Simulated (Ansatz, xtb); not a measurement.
The molecule TiGa, multiplicity 6 (lowest of 2S+1 = 2, 4, 6 at PBE0/def2-TZVPP; our sources give no spin for the ground state, which may be another). No spin–orbit coupling. Ti is treated without relativity. Ga is treated without relativity.

The constants come from a fifth-degree fit in 1/R (seven points, main isotopes). In def2 and cc sets the state is the lowest found near the PBE0 minimum, followed along R.

Codes used: Ansatz (Gaussian orbitals); xtb for the GFN methods.  The GFN methods have no spin term and hold the electronic entropy of 300 K.

```json
[
 {"level": "GFN1-xTB", "r_e (Å)": "2.409", "ω_e (cm⁻¹)": "383", "ω_e x_e (cm⁻¹)": "1.5", "dipole (D)": "-"},
 {"level": "SVWN5/def2-TZVPP", "r_e (Å)": "2.460", "ω_e (cm⁻¹)": "258", "ω_e x_e (cm⁻¹)": "1.0", "dipole (D)": "2.07"},
 {"level": "PBE/def2-TZVPP", "r_e (Å)": "2.518", "ω_e (cm⁻¹)": "___", "ω_e x_e (cm⁻¹)": "0.97", "dipole (D)": "2.29"},
 {"level": "r2SCAN/def2-TZVPP", "r_e (Å)": "2.493", "ω_e (cm⁻¹)": "254", "ω_e x_e (cm⁻¹)": "0.97", "dipole (D)": "2.90"},
 {"level": "B97M-V/def2-TZVPP", "r_e (Å)": "2.526", "ω_e (cm⁻¹)": "239", "ω_e x_e (cm⁻¹)": "0.98", "dipole (D)": "2.23"},
 {"level": "B3LYP/def2-TZVPP", "r_e (Å)": "2.499", "ω_e (cm⁻¹)": "252", "ω_e x_e (cm⁻¹)": "0.94", "dipole (D)": "2.54"},
 {"level": "BHLYP/def2-TZVPP", "r_e (Å)": "2.579", "ω_e (cm⁻¹)": "180", "ω_e x_e (cm⁻¹)": "1.0", "dipole (D)": "3.13"},
 {"level": "wB97M-V/def2-TZVPP", "r_e (Å)": "___", "ω_e (cm⁻¹)": "___", "ω_e x_e (cm⁻¹)": "-1.5", "dipole (D)": "3.19"}
]
```

### Question
Some entries are withheld; supply them.

### Answer

- wB97M-V/def2-TZVPP, r_e (Å): 2.476
- wB97M-V/def2-TZVPP, ω_e (cm⁻¹): 206
- PBE/def2-TZVPP, ω_e (cm⁻¹): 242

Ansatz is a program for electronic structure.
